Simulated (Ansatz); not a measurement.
The same ligand exchange along the group B, Al, Ga, In.

Program: Ansatz. Geometries: PBE0-D4/def2-TZVP. ΔE: electronic, gas phase. CCSD(T)/CBS adds triple-zeta CCSD(T) − MP2 to the extrapolated MP2 energy (def2 sets, frozen cores). This one scheme is used for every species. DFT in def2-TZVPP. B3LYP here is the variant with VWN-RPA as its local correlation; programs differ in this. def2 core potentials past Kr. For Ga, In outer-core shells are correlated without core-valence functions, which leaves a few kJ/mol of doubt a bond. Scalar relativity is left out up to krypton. Each species was taken in one conformer, which may not be the lowest.

```json
{"reaction": "`B[SiH2]F` + `O[SiH2]O` → `O[SiH2]O[SiH2]F` + BH₃", "CCSD(T)/CBS(def2) (kJ/mol)": "-149"}
{"reaction": "`F[SiH2][AlH2]` + `O[SiH2]O` → `O[SiH2]O[SiH2]F` + `[AlH3]`", "CCSD(T)/CBS(def2) (kJ/mol)": "-137"}
{"reaction": "`F[SiH2][GaH2]` + `O[SiH2]O` → `O[SiH2]O[SiH2]F` + `[GaH3]`", "CCSD(T)/CBS(def2) (kJ/mol)": "-122"}
{"reaction": "`F[SiH2][InH2]` + `O[SiH2]O` → `O[SiH2]O[SiH2]F` + `[InH3]`", "CCSD(T)/CBS(def2) (kJ/mol)": "?"}
```

(1) Fill in the missing values. (An estimate is asked.)

Largest T1 diagnostic: 0.014, for `[InH3]`.

Answers

(1) Computed: `F[SiH2][InH2]` + `O[SiH2]O` → `O[SiH2]O[SiH2]F` + `[InH3]`: -110.3 kJ/mol.
